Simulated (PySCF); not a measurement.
**How methods differ on the ionisation energy of Pb+**

Pb+ [Xe] 4f14 5d10 6s2 6p1 (2P) → Pb(2+) [Xe] 4f14 5d10 6s2 (1S), as a difference of total energies. Calculation: PySCF 2.14, in aug-cc-pwCVTZ-DK3 (11s10p8d5f1g, 125 functions); the spin-free X2C one-electron Hamiltonian (Gaussian nucleus). Correlated levels: valence: [Xe] 4f14 5d10 frozen. The calculations carry no spin-orbit coupling.

```json
{"method": "UHF", "ionisation energy (eV)": "13.235", "error (eV)": "-0.634"}
{"method": "MP2 (valence)", "ionisation energy (eV)": "13.432", "error (eV)": "-0.437"}
{"method": "SCS-MP2 (valence)", "ionisation energy (eV)": "13.420", "error (eV)": "-0.449"}
{"method": "CCSD (valence)", "ionisation energy (eV)": "13.481", "error (eV)": "-0.388"}
{"method": "CCSD(T) (valence)", "ionisation energy (eV)": "13.494", "error (eV)": "-0.375"}
```

Reference: 13.869 eV (measured; NIST levels, between the centres of gravity of the two terms).

Errors of the correlated levels include the incompleteness of this basis and the frozen core.
